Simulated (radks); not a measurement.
The numbers below are computed, except where a source is named.
Question: Sb I, configuration [Kr] 4d10 5s2 5p3. Code: a radial shooting solver on a logarithmic mesh with Libxc functionals. Model: Dirac Kohn-Sham, PBEsol, spin-unpolarised, spherical densities, point nucleus; open shells fill j = l - 1/2 first. Some entries of the table are withheld. Estimate them.

orbital,occ.,eigenvalue (Ry),<r^2> (bohr^2)
1s1/2,2,-2224.742,0.001095
2s1/2,2,(1),0.01768
2p1/2,2,-316.6585,0.01312
2p3/2,4,-298.1650,0.01442
3s1/2,2,-66.31953,0.1250
3p1/2,2,-57.41772,0.1198
3p3/2,4,-54.00561,0.1282
3d3/2,4,(2),0.1093
3d5/2,6,(3),0.1117
4s1/2,2,(4),0.7078
4p1/2,2,-7.88287,0.7918
4p3/2,4,-7.24956,0.8487
4d3/2,4,-2.49182,1.239
4d5/2,6,-2.40030,1.273
5s1/2,2,-0.93309,5.663
5p1/2,2,-0.37757,9.297
5p3/2,1,-0.33274,10.27

Answer: 
(1) 2s1/2 eigenvalue (Ry): -338.4362
(2) 3d3/2 eigenvalue (Ry): -38.27464
(3) 3d5/2 eigenvalue (Ry): -37.56524
(4) 4s1/2 eigenvalue (Ry): -10.89410
